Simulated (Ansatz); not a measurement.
# A family of molecules: the vertical ionisation energy

One atom is swapped for its congeners: CH2F2 (difluoromethane) `FCF`; SiH2F2 `F[SiH2]F`; GeH2F2 (difluorogermane) `[F][GeH2][F]`; SnH2F2 `[F][SnH2][F]`. All are singlets with charge 0.

Shapes, held fixed at every level: PBE0-D4/def2-TZVP. Programs: Ansatz 0.2.0. Values in eV.

| level | CH2F2 | SiH2F2 | GeH2F2 | SnH2F2 |
| --- | --- | --- | --- | --- |
| PBE-D4/def2-TZVPP | 12.35 | 12.15 | 12.04 | 11.65 |
| r2SCAN-D4/def2-TZVPP | 12.59 | 12.38 | 12.31 | 11.92 |
| B3LYP-D4/def2-TZVPP | 12.96 | 12.66 | 12.62 | 12.25 |
| wB97M-V/def2-TZVPP | 13.03 | 12.78 | 12.83 | 12.54 |
| wB97X-V/def2-TZVPP | 13.06 | 12.84 | 12.89 | 12.60 |
| B2PLYP/def2-TZVPP | 13.03 | 12.75 | 12.73 | 12.36 |

At B2PLYP/def2-TZVPP the vertical ionisation energy falls at every step, from 13.03 to 12.36 eV. 4 of 6 levels show this order throughout; 6 agree on the largest and the smallest. For atoms past krypton def2 sets carry core potentials with scalar relativity. Relativity is left out for Ge unless named. Correlated rows may include outer-core shells of Ge, Sn, which these sets cover unevenly.
